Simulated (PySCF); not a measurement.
Excitations are Tamm–Dancoff values on a coarser integration grid. The basis has no diffuse functions, so Rydberg states are missing or too high.

Cartesian coordinates (Å):
SMILES: BB=N
```xyz
6

B     -1.2005     0.0063    -0.0181
B      0.4543    -0.0028     0.0082
N      1.6888    -0.0095     0.0262
H     -1.8196    -1.0013     0.0999
H     -1.8042     1.0207    -0.1562
H      2.6811    -0.0134     0.0400
```
Charge 0, multiplicity 1.

### Question
Give the LUMO, HOMO, T1 excitation (TDA), HOMO–LUMO gap and total energy at the level CAM-B3LYP-D3(BJ)/def2-TZVP run with PySCF 2.14.0.

### Answer

The LUMO is -1.61 eV. The HOMO comes out as -9.80 eV and the T1 excitation (TDA) comes out as 4.07 eV. The HOMO–LUMO gap comes out as 8.19 eV and the total energy comes out as -2890.07 eV.
